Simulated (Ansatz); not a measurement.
System: ReF$_{3}$, net charge 0, quintet state. The spin state was set by rule; other spins were not relaxed. SMILES: [F][Re]([F])[F]
Geometry: optimised at B3LYP-D3(BJ)/def2-TZVP (Ansatz, a first-principles code).

Property: atomisation energy (electronic, to ground-state atoms), in kcal/mol. Valence correlation only, unless marked. UHF or UKS for open shells. Spin-orbit coupling is left out. Frozen are the shells of the preceding noble gas and the d and f shells that filled before the atom's block. Past Kr the def2 sets carry scalar-relativistic core potentials. The coupled-cluster limit lacks core correlation, which all-electron functionals hold. CBS(X,Y): correlation extrapolated as X^-3; Hartree-Fock from the larger set. The bracket is a focal-point correction in the basis named.

```tsv
level	program	atomisation energy (kcal/mol)
HF/def2-QZVPP	Ansatz	201.5
B97M-V/def2-TZVPD	Ansatz	331.1
HSE06/def2-TZVPD	Ansatz	324.3
LC-wPBE-D3(BJ)/def2-TZVPD	Ansatz + dftd3	342.3
wB97X/def2-TZVPD	Ansatz	324.8
RI-MP2/def2-QZVPPD	Ansatz	341.1
```

Question: Predict the RI-MP2/CBS(def2-TZVPP,def2-QZVPP)+[CCSD(T)-MP2]/def2-TZVPP result (Ansatz).

Answer: 325.1 kcal/mol
